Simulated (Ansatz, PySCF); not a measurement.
Dimer: H2S (SMILES S) (first 3 atoms) with CHN (SMILES C#N); geometry from B3LYP-D3(BJ)/def2-TZVP, rigid monomers moved along the line of their centres of mass till H2···N5 is 3.33 Å.
(charge 0, multiplicity 1):
```xyz
6

S      0.2190     0.0231    -0.8022
H      0.3110    -0.0499     0.5374
H     -0.0105    -1.2940    -0.9229
C      0.6493    -0.1371     4.9945
N      0.5481    -0.1918     3.8551
H      0.7432    -0.0865     6.0562
```

Counterpoise-corrected where a basis set is named; no monomer relaxation.

Cores are frozen in the correlated methods. CBS: X⁻³ extrapolation of the correlation energy, Hartree–Fock from the larger set.

Programs: Ansatz (an electronic-structure program) with Gaussian orbitals; PySCF for the dispersion terms. Values without a source in brackets are computed.

PBE/def2-TZVPPD gives -4.6 kJ/mol for the interaction energy.

Where do these levels fall relative to PBE: PBE-D3(BJ)/def2-TZVPPD, r2SCAN/def2-TZVPPD, PBE0/def2-TZVPPD, wB97M-V/def2-TZVPPD, MP2/CBS(aug-cc-pV(D+d)Z, aug-cc-pV(T+d)Z), CCSD(T)/CBS(aug-cc-pV(D+d)Z, aug-cc-pV(T+d)Z).

PBE-D3(BJ)/def2-TZVPPD -0.8; r2SCAN/def2-TZVPPD 0.4; PBE0/def2-TZVPPD 0.1; wB97M-V/def2-TZVPPD -0.2; MP2/CBS(aug-cc-pV(D+d)Z, aug-cc-pV(T+d)Z) -0.8; CCSD(T)/CBS(aug-cc-pV(D+d)Z, aug-cc-pV(T+d)Z) -0.5 kJ/mol. 2 of 6 lie above PBE; the widest gap is to PBE-D3(BJ)/def2-TZVPPD.
